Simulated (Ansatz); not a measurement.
Ansatz (an electronic-structure program) input (CCSD(T,core; 1s of Na to Cl frozen)/cc-pwCVTZ):
A basis named .json is the Basis Set Exchange file of that set.

Ansatz 0.2 input:
```yaml
crystal:
  periodic: [false, false, false]
  atoms:
    - {symbol: B, position_ang: [0.95831041, -0.14168356, 0.02118926]}
    - {symbol: O, position_ang: [1.42895727, -0.36712114, -1.10614543]}
    - {symbol: Cl, position_ang: [-0.95430648, 0.21443452, 0.51430689]}
basis:
  gaussian:
    orbitals: cc-pwCVTZ.json
total_charge: -1
magnetization: {spin_polarized: true, initial_magnetization: 1}
correlation: {method: ccsd_t, frozen_orbitals: {B: 0, Cl: 1, O: 0}}
```

End of the output:

```
integrals: 0.51 GiB planned
875 factors; integrals over basis functions are off by at most 1.1e-3 eV
mean field: 0.42 GiB planned
mean field evaluation 1: about -15213.9426 eV, gradient 1.7e1 eV
mean field evaluation 2: about -15213.9468 eV, gradient 1.7e1 eV
mean field evaluation 4: about -15215.6738 eV, gradient 2.8e0 eV
mean field evaluation 8: about -15215.7999 eV, gradient 3.7e-1 eV
mean field evaluation 16: about -15215.8064 eV, gradient 2.7e-6 eV
mean field -15215.80638680 eV, -559.1705710709 hartree, gradient 2.7e-6 eV, S^2 0.765083; 0 other end points of the search recorded, 0 dependent functions left out
1 core orbitals not correlated
reference -15215.80638680 eV, -559.1705710709 hartree; 15, 14 occupied and 129, 130 virtual orbitals, 875 factors
second order -24.30147207 eV of doubles, -0.00000000 eV of singles
coupled cluster: 1.78 GiB planned
cycle   1  -24.16934739 eV  change    1.3e-1 eV  update   1.0e-1
cycle   2  -24.58548476 eV  change   -4.2e-1 eV  update   3.5e-2
cycle   3  -24.70977904 eV  change   -1.2e-1 eV  update   2.1e-2
cycle   4  -24.69484826 eV  change    1.5e-2 eV  update   7.6e-3
cycle   5  -24.69251440 eV  change    2.3e-3 eV  update   4.0e-3
cycle   6  -24.69568568 eV  change   -3.2e-3 eV  update   1.6e-3
cycle   7  -24.69587826 eV  change   -1.9e-4 eV  update   7.4e-4
cycle   8  -24.69582110 eV  change    5.7e-5 eV  update   2.6e-4
cycle   9  -24.69583298 eV  change   -1.2e-5 eV  update   1.1e-4
cycle  10  -24.69578428 eV  change    4.9e-5 eV  update   5.6e-5
cycle  11  -24.69582387 eV  change   -4.0e-5 eV  update   2.6e-5
cycle  12  -24.69583117 eV  change   -7.3e-6 eV  update   1.1e-5
perturbative correction -0.77835420 eV, -0.0286039892 hartree
Total energy: -15241.28057217 eV, -560.1067301161 hartree
```
